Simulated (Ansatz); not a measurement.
One change: `B[NH][GeH]([CH3])[F]` becomes `[CH3][GeH]([F])[Cl]`.

Ansatz, PBE0-D4/def2-TZVP geometries, multiplicity 1. Each molecule was computed in one conformer, which needn't be the lowest.

Scalar relativity is left out up to krypton.

```csv
property,`B[NH][GeH]([CH3])[F]`
LUMO energy (ωB97M-V/def2-TZVPP) / eV,1.69
zero-point energy (PBE0-D4/def2-TZVP) / kJ/mol,224.6
LUMO energy (PBE0/def2-TZVPP) / eV,-0.16
HOMO–LUMO gap (ωB97M-V/def2-TZVPP) / eV,12.70
LUMO energy (PBE/def2-TZVPP) / eV,-1.14
HOMO energy (ωB97M-V/def2-TZVPP) / eV,-11.00
```

**Question.** What does the change do to each property? (Estimate.)

**Answer.** Ansatz gave: 
```csv
property,`[CH3][GeH]([F])[Cl]`,shift
LUMO energy (ωB97M-V/def2-TZVPP) / eV,2.15,0.46
zero-point energy (PBE0-D4/def2-TZVP) / kJ/mol,127.1,-97.5
LUMO energy (PBE0/def2-TZVPP) / eV,0.19,0.35
HOMO–LUMO gap (ωB97M-V/def2-TZVPP) / eV,13.27,0.57
LUMO energy (PBE/def2-TZVPP) / eV,-0.82,0.32
HOMO energy (ωB97M-V/def2-TZVPP) / eV,-11.13,-0.13
```

With PBE0 the HOMO falls by 0.18 eV and the LUMO rises by 0.35 eV, so the gap widens by about 0.53 eV. PBE moves the HOMO by -0.15 eV and ωB97M-V by -0.13 eV. The zero-point energy changes by -97.5 kJ/mol with -12 modes.
